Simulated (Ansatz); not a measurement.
Species: C₅H₇, charge -1, multiplicity 1. It need not be the lowest isomer of its formula. Whether it binds its extra electron was not tested at this geometry. 
Structure (B3LYP-D3(BJ)/def2-TZVP (Ansatz, a program for electronic structure) minimum search):
```
C
C 1 1.3311
H 2 1.0985 1 120.48
C 1 1.4076 2 129.63 3 -179.98
C 4 1.3698 1 131.45 2 -87.50
H 5 1.0844 4 121.16 1 -170.07
H 5 1.0850 6 117.18 4 -174.48
H 4 1.0972 5 114.84 6 2.95
C 2 1.5216 3 112.92 1 -179.65
H 9 1.0922 2 110.28 3 -175.62
H 9 1.1004 10 107.82 2 -122.85
H 9 1.1011 10 108.14 11 -114.27
```
Charge -1, spin multiplicity 1.

Basis-set convergence of Hartree-Fock and CCSD correlation energies (hartree) with Ansatz. Cores are frozen in the correlated levels unless marked. No spin-orbit coupling. No relativistic terms. This anion needs diffuse functions, which these sets lack.

```csv
basis,functions,E(HF),"E(corr, CCSD)"
cc-pVDZ,105,-193.29918,-0.74047
cc-pVTZ,248,___,___
```

Complete the blanks.


- cc-pVTZ, E(HF): -193.35702
- cc-pVTZ, E(corr, CCSD): -0.87878
